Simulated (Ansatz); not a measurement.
Br2Sb (SMILES [Br][Sb+][Br]), charge +1, singlet, geometry from GFN2-xTB (all electrons, no relativity); HF/STO-3G in Ansatz (a quantum-chemistry and plane-wave program).

Input for Ansatz:
Ansatz 0.2 input:
```yaml
crystal:
  periodic: [false, false, false]
  atoms:
    - {symbol: Sb, position_ang: [0.80022647, 0.43653749, 0.25183252]}
    - {symbol: Br, position_ang: [-0.95108613, 1.05498921, -1.39399681]}
    - {symbol: Br, position_ang: [-0.21495815, -1.69108670, 1.02704085]}
basis:
  gaussian:
    orbitals: STO-3G
hamiltonian:
  xc: hf
total_charge: 1
```

The log (banner, timings and long lists left out):

```
Functional definition: HF
627 factors; integrals over basis functions are off by at most 1.5e-5 eV
mean field evaluation 1: about -308588.8631 eV, gradient 2.0e1 eV
mean field evaluation 2: about -308588.8865 eV, gradient 2.0e1 eV
mean field evaluation 4: about -308592.3342 eV, gradient 1.0e0 eV
mean field evaluation 8: about -308592.3519 eV, gradient 1.9e-2 eV
mean field -308592.35190694 eV, -11340.5597611712 hartree, gradient 2.3e-5 eV, S^2 0.000000; 0 other end points of the search recorded, 0 dependent functions left out
reference -308592.35190694 eV, -11340.5597611712 hartree; 60, 60 occupied and 3, 3 virtual orbitals, 627 factors
Total energy: -308592.35190694 eV, -11340.5597611712 hartree
```
